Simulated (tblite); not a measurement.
Compound: C3H11OSi2 (doublet state).
Numbering: `[CH3:1][Si:2]([CH3:3])([CH3:4])[O:5][SiH2:6]` (hydrogens: H7, H8, H9 on C1; H10, H11, H12 on C3; H13, H14, H15 on C4; H16, H17 on Si6)

Structure optimised with GFN2-xTB, isolated species. This method treats the open shell by occupation alone, without spin polarisation.

Give the optimised bond lengths and angles.

```
                  bond  length (pm)
C1–Si2, Si2–C3, Si2–C4        190.3
                Si2–O5        163.4
                O5–Si6        162.3
C1–H7 and 8 like bonds        108.6
      Si6–H16, Si6–H17        145.8
```

Bonds in one row agree within 1 pm and their mean is given. A selection of angles:
```
      angle  degrees
  Si2–C1–H7    111.4
   H7–C1–H8    107.6
  C1–Si2–C3    110.8
  C1–Si2–O5    108.7
  C3–Si2–O5    108.4
  C4–Si2–O5    106.1
 Si2–O5–Si6    156.6
 O5–Si6–H16    108.6
H16–Si6–H17    114.8
```

Dihedral angles: C1–Si2–O5–Si6 54° (synclinal). The mirror-image conformer, all signs reversed, is as good.

Si2 (silicon bonded to 3 C and O) is tetrahedral (angles from 106.1° to 111.4°). All 3 C–Si bonds measure 1.901 to 1.904 Å. Si6 (silicon bonded to O and 2 H) is pyramidal (angles 114.8°, 108.7° and 108.6°, sum 332.1°, 0.47 Å off the plane of its three neighbours).

Point group: near Cs, missed by 0.30 Å at most; the miss may be what the optimiser left on a soft mode. Its lowest GFN2-xTB frequency is 18i cm⁻¹, too small to tell a flat minimum from a shallow saddle. Torsions: Si2–O5–Si6–H 62° and -63°.

The run took 0.85 s wall on one thread of an Arm Neoverse V1, shared host with 32 logical CPUs at a one-minute load of 30. This is the geometry optimisation.

All values are computed, not measured.
